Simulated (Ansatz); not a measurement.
Cd₆Te₆H₁₈, relaxed as a singlet with RKS PBE-D4/def2-SVP in Ansatz, starting from the GFN1-xTB geometry. Force threshold 0.03 eV/Å.

In the def2 sets Cd, Te take a core potential; there is no spin–orbit coupling. Single mean-field runs in def2-SVP are fitted with def2-universal-jkfit. In the singlet geometry the species has come apart into loosely held pieces. In the singlet, H20 and H21 lie 0.77 Å apart, H26 and H29 lie 0.77 Å apart, H13 and H16 lie 0.77 Å apart (atoms count from 1), so H2 has formed as a molecule.

Start:

```xyz
30

Te   -1.464    1.784    2.449
Cd   -2.122   -1.201    2.506
Cd   -3.393    1.044   -1.587
Te   -2.337   -1.456   -0.221
Te    0.843   -1.936    2.617
Cd   -0.516   -3.602   -1.377
Cd    0.234    3.450    0.528
Te   -0.541    2.084   -1.727
Te    2.691    1.716    1.065
Cd    3.168   -1.285    0.742
Cd    1.788    0.953   -3.315
Te    1.690   -1.524   -1.562
H    -2.766    2.047    1.517
H    -2.126    2.634    3.659
H    -2.843   -1.582    3.944
H    -3.972    1.917   -0.224
H    -3.804    0.596   -3.128
H    -3.719   -2.309   -0.161
H     1.257   -2.823    3.906
H     0.533   -3.281    1.765
H    -0.051   -4.414    0.063
H    -1.040   -3.868   -2.926
H     0.467    4.959    1.157
H    -0.812    3.427   -2.602
H     3.970    2.530    1.635
H     3.183    1.948   -0.464
H     4.594   -1.706    1.459
H     1.180    0.513   -4.793
H     3.098    1.801   -2.587
H     2.806   -2.416   -2.337
```

```json
{"step": "1", "energy (eV)": "-71433.7675", "largest force component (eV/Å)": "1.579", "SCF passes": "18"}
{"step": "2", "energy (eV)": "-71435.1156", "largest force component (eV/Å)": "0.370", "SCF passes": "25"}
{"step": "3", "energy (eV)": "-71435.5455", "largest force component (eV/Å)": "0.520", "SCF passes": "20"}
{"step": "4", "energy (eV)": "-71435.8328", "largest force component (eV/Å)": "0.749", "SCF passes": "24"}
{"step": "5", "energy (eV)": "-71436.1268", "largest force component (eV/Å)": "0.391", "SCF passes": "20"}
{"step": "6", "energy (eV)": "-71436.4511", "largest force component (eV/Å)": "0.580", "SCF passes": "24"}
{"step": "7", "energy (eV)": "-71436.8253", "largest force component (eV/Å)": "0.979", "SCF passes": "24"}
{"step": "8", "energy (eV)": "-71437.2752", "largest force component (eV/Å)": "1.098", "SCF passes": "24"}
{"step": "9", "energy (eV)": "-71437.7733", "largest force component (eV/Å)": "0.663", "SCF passes": "25"}
{"step": "10", "energy (eV)": "-71438.1572", "largest force component (eV/Å)": "0.783", "SCF passes": "23"}
{"step": "11", "energy (eV)": "-71438.4156", "largest force component (eV/Å)": "0.496", "SCF passes": "19"}
{"step": "12", "energy (eV)": "-71438.5863", "largest force component (eV/Å)": "0.545", "SCF passes": "20"}
{"step": "13", "energy (eV)": "-71438.6970", "largest force component (eV/Å)": "0.463", "SCF passes": "20"}
{"step": "14", "energy (eV)": "-71438.7392", "largest force component (eV/Å)": "0.294", "SCF passes": "20"}
{"step": "15", "energy (eV)": "-71438.7720", "largest force component (eV/Å)": "0.145", "SCF passes": "18"}
{"step": "16", "energy (eV)": "-71438.7892", "largest force component (eV/Å)": "0.049", "SCF passes": "19"}
{"step": "17", "energy (eV)": "-71438.7950", "largest force component (eV/Å)": "0.030", "SCF passes": "18"}
{"step": "18", "energy (eV)": "-71438.7966", "largest force component (eV/Å)": "0.004", "SCF passes": "20"}
{"step": "19", "energy (eV)": "-71438.7970", "largest force component (eV/Å)": "0.004", "SCF passes": "14"}
```

Force components are those of the run's own axes.

End:

```
atom   x (Å)   y (Å)   z (Å)
 Te1  -1.140   2.001   3.345
 Cd2  -1.584  -0.835   3.162
 Cd3  -2.933   0.685  -1.887
 Te4  -2.182  -1.348  -0.002
 Te5   1.143  -1.681   3.510
 Cd6  -0.624  -3.048  -1.713
 Cd7   0.520   3.316   1.399
 Te8  -0.452   2.066  -1.452
 Te9   2.975   1.931   1.971
Cd10   3.136  -0.914   1.584
Cd11   1.232   0.619  -3.275
Te12   1.700  -1.413  -1.300
 H13  -3.694   2.117   0.605
 H14  -2.622   2.486   2.718
 H15  -3.002  -1.696   3.583
 H16  -4.315   2.247   0.166
 H17  -4.289   0.954  -2.868
 H18  -3.612  -2.230  -0.034
 H19   0.940  -3.265   2.987
 H20   0.243  -4.186   0.885
 H21   0.096  -4.833   0.493
 H22  -0.948  -4.447  -2.614
 H23   0.340   4.901   0.780
 H24  -0.758   3.398  -2.428
 H25   3.798   2.381   0.576
 H26   3.382   1.984  -1.749
 H27   4.497  -1.821   1.076
 H28   1.737   0.860  -4.875
 H29   3.620   2.109  -2.472
 H30   2.795  -2.338  -2.175
```

Bonds lost: Te1–H13, Cd3–H16, Te5–H20, Cd6–H21, Te9–H26, Cd11–H29 (atoms count from 1). The end holds 4 separate pieces.

The force fell under the threshold at step 18, but the optimiser went on. No frequencies were taken in this run, so the end may be a saddle point.

Hardware: 2 threads of AMD EPYC 7R13 on a shared host and a share (18 GiB) of an NVIDIA H100 80GB HBM3. Wall time 85 s, peak host memory 0.96 GiB.
